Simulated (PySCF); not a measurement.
**Broadened absorption spectrum of C4H4F2O**

Compound: C₄H₄F₂O.
SMILES: `F[C@@H]1C=CO[C@@H]1F`

Method used: PySCF 2.14.0, density-fitted response routines, TDDFT B3LYP/def2-SVPD, vertical, gas phase, core orbitals frozen in the response. Geometry: GFN2-xTB; no solvent, vibrations or thermal averaging.

Computed states:

| state | E (eV) | f |
| --- | --- | --- |
| S1 | 5.97 | 0.107 |
| S2 | 6.64 | 0.011 |
| S3 | 7.36 | 0.016 |
| S4 | 7.39 | 0.0088 |
| S5 | 7.58 | 0.015 |
| S6 | 7.90 | 0.025 |
| S7 | 8.05 | 0.0086 |
| S8 | 8.17 | 0.0031 |

Each state is given a Gaussian of 0.5 eV full width at half maximum, with ε(max) = 2.175×10⁸ f / Δν̃ (Δν̃ the width in cm⁻¹). The width is an assumption, not a result. The curve ends short of the highest state used, and states not computed would add to its high-energy end.

Question: Give the broadened spectrum and its maxima.

Answer: 
```tsv
λ (nm)	ε (L mol⁻¹ cm⁻¹)
163.8	2119
166.3	2077
168.9	1794
171.4	1317
173.9	829
176.5	500
179.0	406
181.6	470
184.1	576
186.7	647
189.2	683
191.8	800
194.3	1152
196.9	1902
199.4	2975
202.0	4238
204.5	5256
207.1	5777
209.6	5624
212.2	4877
214.7	3837
217.2	2750
219.8	1773
222.3	1070
224.9	585
227.4	305
230.0	144
232.5	66
235.1	28
237.6	11
```

Maxima: 208 nm (5.97 eV), ε about 5800, made up of S1 (100%); 164 nm (7.54 eV), ε about 2100, made up of S3 (29%), S4 (17%), S5 (36%) and S6 (15%) (ε in L mol⁻¹ cm⁻¹; maxima over ε = 5, shares over 10%).

Question: On this curve, what absorbance would a 10⁻⁴ mol/L sample give at 193 nm over a 1 cm path?

Answer: 193 nm is 6.424 eV, where ε is about 930 L mol⁻¹ cm⁻¹, so A = ε c l ≈ 0.093 (Beer–Lambert, with the gas-phase spectrum and the assumed width).

Question: Does any computed singlet lie in the visible range?

Answer: No computed singlet lies in the visible range (380 to 750 nm); the lowest, at 208 nm, stands 2.70 eV above its violet end (3.26 eV).

Question: Coming from long wavelengths, where does ε first pass 100 L mol⁻¹ cm⁻¹?

Answer: At about 231 nm (5.36 eV), 0.60 eV below S1.
